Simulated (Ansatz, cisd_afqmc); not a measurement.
Species: Ga, charge 0, doublet.

Total energies in cc-pVDZ, 3 correlated electrons, 14 frozen orbitals. UHF or UKS for unpaired electrons; spin-orbit terms are left out. Correlated methods leave the cores frozen (noble-gas shells, and filled d and f shells in the p block). No relativity. The Monte Carlo rows (phaseless AFQMC, CISD trial, step 0.005/hartree) carry one-sigma bars that omit the constraint's bias. Outlying blocks are dropped, and bars are widened where a walk drifts. Over all cases where full CI ran beside it in this data, AFQMC minus full CI had a median of +0.1 mEh and passed +0.4 mEh in a tenth of the cases.

| method | program | energy (Eh) | minus CCSDT (mEh) |
|---|---|---|---|
| HF | Ansatz | -1923.19220 | 44.30 |
| MP2 | Ansatz | -1923.22118 | 15.32 |
| CCSD | Ansatz | -1923.23577 | 0.73 |
| CCSD(T) | Ansatz | -1923.23626 | 0.24 |
| CCSDT | Ansatz | -1923.23650 | 0.00 |
| AFQMC/CISD | cisd_afqmc | -1923.2364 ± 0.0001 | 0.1 ± 0.1 |

Ansatz is a program for electronic structure.
